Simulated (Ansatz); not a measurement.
**Molecular dynamics of C4H10AlB**

input.yaml

```yaml
crystal:
  periodic: [false, false, false]
  atoms:
    - { symbol: B, position_ang: [1.705045, -1.626254, -1.252573] }
    - { symbol: C, position_ang: [1.079591, -0.461822, -0.472364] }
    - { symbol: Al, position_ang: [2.037573, 0.529506, 0.853272] }
    - { symbol: C, position_ang: [-0.221006, -0.175528, -0.757833] }
    - { symbol: C, position_ang: [-1.059033, 0.919386, -0.070002] }
    - { symbol: C, position_ang: [-2.188313, 0.308347, 0.818739] }
    - { symbol: H, position_ang: [2.803322, -1.989402, -1.036204] }
    - { symbol: H, position_ang: [1.100708, -2.186471, -2.0902] }
    - { symbol: H, position_ang: [2.14371, -0.015579, 2.247245] }
    - { symbol: H, position_ang: [2.69624, 1.826813, 0.484514] }
    - { symbol: H, position_ang: [-0.792069, -0.75301, -1.508909] }
    - { symbol: H, position_ang: [-0.406748, 1.558953, 0.555189] }
    - { symbol: H, position_ang: [-1.521012, 1.569883, -0.836187] }
    - { symbol: H, position_ang: [-2.858631, -0.31682, 0.209419] }
    - { symbol: H, position_ang: [-1.758183, -0.318566, 1.614887] }
    - { symbol: H, position_ang: [-2.784093, 1.107862, 1.285307] }
magnetization:
  spin_polarized: true
basis:
  gaussian: { orbitals: STO-3G }
hamiltonian:
  xc: b3lyp
  dispersion: d4
md:
  timestep: 1.0
  n_steps: 84
  ensemble: nve
  temperature: 1500.0
  initial_velocities: maxwell_boltzmann
  seed: 915434
```

Launched with:

```bash
$ ansatz run input.yaml --threads 1 --pin off --max-ram 2048MiB --backend cpu --events-out ev --progress --plain --runs-dir out
```

It starts from a relaxed structure.

Output, in part (step lines, the closing report, with atoms numbered from 0):

```
md step     0: t =     0.00 fs  T =  1500.0 K  F+E_penalty+E_count = -11445.16435121 eV  E_kin = 2.714460 eV  conserved = -11442.44989123 eV  (26 SCF iters)
[... lines left out ...]
Total energy: -11443.36737055 eV, -420.5359942749 hartree
Atom 0 at     1.911975    -1.609496    -1.036731 Å, force     2.384691     1.851524    -0.207866 eV/Å
Atom 1 at     0.911833    -0.573889    -0.590177 Å, force     0.148110     0.576047     0.044079 eV/Å
Atom 2 at     1.725206     0.458974     0.818924 Å, force    -0.258407    -0.241047    -0.434790 eV/Å
Atom 3 at    -0.264912    -0.057320    -1.024812 Å, force    -1.099108     0.315614    -1.061370 eV/Å
Atom 4 at    -1.064538     0.981734    -0.151442 Å, force    -0.363676     3.548510    -1.882529 eV/Å
Atom 5 at    -1.640808     0.326351     1.097447 Å, force     1.639737    -6.160177    -2.579513 eV/Å
Atom 6 at     1.549715    -2.645089    -1.299635 Å, force    -0.189853    -1.698313    -0.220629 eV/Å
Atom 7 at     3.186427    -1.361292    -1.029778 Å, force    -2.863789    -0.526464    -0.018158 eV/Å
Atom 8 at     1.210538     0.709826     2.155880 Å, force    -0.533815    -0.071430     0.983837 eV/Å
Atom 9 at     2.985618     1.099761     0.471408 Å, force     0.893521     0.446925    -0.388079 eV/Å
Atom 10 at    -0.786554    -0.260479    -2.026419 Å, force     1.010631    -0.051723     1.159131 eV/Å
Atom 11 at    -0.419564     1.832903     0.105471 Å, force     1.522906    -0.459088     1.089763 eV/Å
Atom 12 at    -1.764987     1.773078    -0.690363 Å, force     0.145408    -3.122448     0.309376 eV/Å
Atom 13 at    -2.439418    -0.388698     0.796299 Å, force    -0.984283     1.504930     0.446354 eV/Å
Atom 14 at    -0.927397    -0.546547     1.373610 Å, force    -0.340219     2.162007     0.178477 eV/Å
Atom 15 at    -1.765224     0.947815     1.907751 Å, force    -1.111852     1.925133     2.581917 eV/Å
Dipole moment:    -0.182214     0.217226     0.183381 e Å
```

The steps, from the saved trajectory:

```tsv
time (fs)	T (K)	potential energy less start (eV)	conserved less start (meV/atom)
0.0	1500	0.000	0.00
2.0	852	1.291	7.42
4.0	921	1.082	2.11
6.0	630	1.654	5.01
8.0	646	1.637	5.69
10.0	1146	0.658	1.12
12.0	824	1.327	6.46
14.0	957	1.021	2.47
16.0	697	1.534	5.10
18.0	735	1.464	4.94
20.0	1018	0.905	2.10
22.0	746	1.451	5.43
24.0	726	1.456	3.44
26.0	621	1.674	5.14
28.0	881	1.184	4.07
30.0	1034	0.891	3.00
32.0	874	1.203	4.45
34.0	643	1.613	3.87
36.0	358	2.157	5.63
38.0	701	1.509	3.96
40.0	882	1.178	3.71
42.0	936	1.081	3.82
44.0	754	1.409	3.76
46.0	429	2.029	5.64
48.0	711	1.485	3.61
50.0	744	1.434	4.13
52.0	774	1.376	3.86
54.0	733	1.454	4.09
56.0	577	1.755	5.24
58.0	840	1.254	3.72
60.0	911	1.129	3.90
62.0	779	1.359	3.39
64.0	505	1.885	5.31
66.0	508	1.866	4.37
68.0	733	1.460	4.50
70.0	1008	0.952	3.90
72.0	972	1.005	3.09
74.0	588	1.739	5.55
76.0	575	1.743	4.33
78.0	639	1.635	4.79
80.0	905	1.141	3.96
82.0	927	1.084	2.91
84.0	555	1.797	5.41
```

The run went to its last step. The conserved energy wandered by up to 7.4 meV per atom (net 5.4 meV per atom), which is poor conservation. The temperature averaged 0.49 of the 1500 K drawn at the start: a run that starts near a minimum puts about half its kinetic energy into the potential. A run of 0.084 ps of so small a system gives no equilibrium averages. Limits of this set-up: minimal basis.

The same pairs are bonded in the first frame and the last. Pairs count as bonded within 1.25 times the sum of covalent radii (0.12 Å more for H–H).

Last frame:

```xyz
16
Properties=species:S:1:pos:R:3
B 1.912 -1.609 -1.037
C 0.912 -0.574 -0.590
Al 1.725 0.459 0.819
C -0.265 -0.057 -1.025
C -1.065 0.982 -0.151
C -1.641 0.326 1.097
H 1.550 -2.645 -1.300
H 3.186 -1.361 -1.030
H 1.210 0.710 2.156
H 2.986 1.100 0.471
H -0.787 -0.261 -2.026
H -0.420 1.833 0.105
H -1.765 1.773 -0.690
H -2.439 -0.389 0.796
H -0.927 -0.546 1.374
H -1.765 0.948 1.908
```

Time of the run: 7.1 min on 1 thread of Arm Neoverse V2, on a shared host, peak memory 0.16 GiB.
